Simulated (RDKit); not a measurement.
Torsional profile of SMILES Bc1ccccc1N. Scanned: dihedral H9–B1–C2–C3 and dihedral C2–C7–N8–H15; all other coordinates were relaxed at GFN2-xTB.

Atom numbering (GFN2-xTB optimised geometry, Å):
```
16

B     -1.9216     1.2704     0.3296
C     -0.5602     0.6144     0.0715
C      0.5826     1.4269    -0.0395
C      1.8500     0.9182    -0.2104
C      2.0267    -0.4593    -0.2830
C      0.9399    -1.2977    -0.1923
C     -0.3531    -0.7867    -0.0250
N     -1.4022    -1.6603    -0.0231
H     -2.8925     0.6542     0.5654
H     -2.0033     2.4382     0.3225
H      0.4487     2.4972     0.0234
H      2.7014     1.5782    -0.2856
H      3.0165    -0.8738    -0.4115
H      1.0730    -2.3697    -0.2532
H     -1.2089    -2.6343     0.1342
H     -2.2970    -1.3159     0.2770
```

Calculation: UFF // GFN2-xTB (RDKit).

Energy in kcal/mol above the lowest grid point; x is the dihedral H9–B1–C2–C3 (°), y the dihedral C2–C7–N8–H15 (°).

```csv
y \ x,-150,-120,-90,-60,-30,0,30,60,90,120,150,180
180,1.1,4.4,7.3,4.7,1.4,0.0,1.4,4.7,7.3,4.4,1.1,0.0
150,2.5,5.6,11.1,8.5,4.8,2.9,2.8,5.9,10.9,8.1,4.5,2.8
120,7.1,10.1,15.1,12.0,8.0,6.7,7.3,10.3,15.0,11.6,7.6,6.7
90,10.2,13.4,17.1,13.4,9.4,8.3,10.3,13.6,17.1,13.1,9.1,8.4
60,4.3,8.2,12.3,9.4,5.6,3.2,4.5,8.5,12.1,9.0,5.4,3.2
30,1.4,5.0,9.9,7.2,3.7,1.4,1.7,5.3,9.7,6.8,3.5,1.3
0,0.7,3.5,6.4,3.8,0.9,0.0,0.9,3.8,6.4,3.5,0.7,0.0
-30,3.5,6.8,9.7,5.3,1.7,1.4,3.7,7.2,9.9,5.0,1.4,1.3
-60,5.4,9.0,12.1,8.5,4.5,3.3,5.6,9.4,12.3,8.2,4.3,3.2
-90,9.1,13.1,17.1,13.6,10.3,8.3,9.4,13.4,17.0,13.4,10.2,8.4
-120,7.6,11.6,15.0,10.3,7.3,6.7,8.0,12.0,15.1,10.1,7.1,6.7
-150,4.5,8.1,10.9,5.9,2.8,2.9,4.8,8.5,11.1,5.6,2.5,2.8
```

Points that lie below all their neighbours on the grid: x = 180, y = 180 (0.0 kcal/mol); x = 0, y = 0 (0.0 kcal/mol); x = 0, y = 180 (0.0 kcal/mol); x = 180, y = 0 (0.0 kcal/mol). The lowest path on the grid from the first to the second passes x = 0, y = -90 at 8.3 kcal/mol.
